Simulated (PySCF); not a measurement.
**BiBr⁺: frontier orbitals**

PBE at R = 2.502 Å; basis Bi cc-pVDZ-PP with ECP60, Br cc-pVDZ-PP with ECP10; scalar-relativistic core potentials; PySCF 2.14. State: ²Π (doublet), unpaired electrons π ↑. Only the outer orbitals are listed, counted within each symmetry, core potentials removing the inner ones.

```csv
spin,orbital,occ.,ε (eV),on Bi (%),main shells (%)
α,7σ,1,-26.16,12,"87 Br s, 9 Bi s"
α,8σ,1,-21.75,86,"86 Bi s, 10 Br s"
α,9σ,1,-14.63,36,"63 Br p, 30 Bi p"
α,5π,1,-13.61,19,"81 Br p, 18 Bi p"
α,5π,1,-13.48,20,"80 Br p, 19 Bi p"
α,6π,1,-10.99,81,"81 Bi p, 18 Br p"
α,6π,0,-11.02,82,"82 Bi p, 18 Br p"
α,10σ,0,-8.34,73,"70 Bi p, 27 Br p"
α,11σ,0,-0.93,99,"81 Bi s, 10 Bi d"
β,7σ,1,-26.09,10,88 Br s
β,8σ,1,-21.24,86,"86 Bi s, 9 Br s"
β,9σ,1,-14.49,34,"64 Br p, 28 Bi p"
β,5π,1,-13.58,15,"85 Br p, 14 Bi p"
β,5π,1,-13.21,11,"88 Br p, 10 Bi p"
β,6π,0,-10.67,86,"86 Bi p, 14 Br p"
β,6π,0,-9.90,89,"89 Bi p, 10 Br p"
β,10σ,0,-8.06,75,"72 Bi p, 25 Br p"
```

Task: Which are the highest filled and the lowest empty level, where do they sit, and how wide is the gap?

Result: Highest filled α 6π at -10.99 eV (in %: 81 Bi p, 18 Br p); lowest empty α 6π at -11.02 eV (in %: 82 Bi p, 18 Br p); the gap at PBE is -0.03 eV. Both belong to one degenerate shell, split only by its one-sided filling, so this is no excitation gap.

```json
{
 "bond order (Mayer)": "1.61",
 "⟨S²⟩": "0.754",
 "charge on Bi (Mulliken, basis-dependent)": "0.93",
 "charge on Bi (Löwdin, basis-dependent)": "0.88",
 "dipole moment (positive dipole points towards Br; it is taken about the centre of mass and depends on that origin)": "-1.99 D",
 "polarisability along the bond": "76.3 bohr³",
 "polarisability across the bond": "26.6 bohr³"
}
```

Spin–orbit coupling is left out, which matters for elements this heavy, above all for dissociation energies. The state was picked by a PBE0 search and need not be the measured ground state.
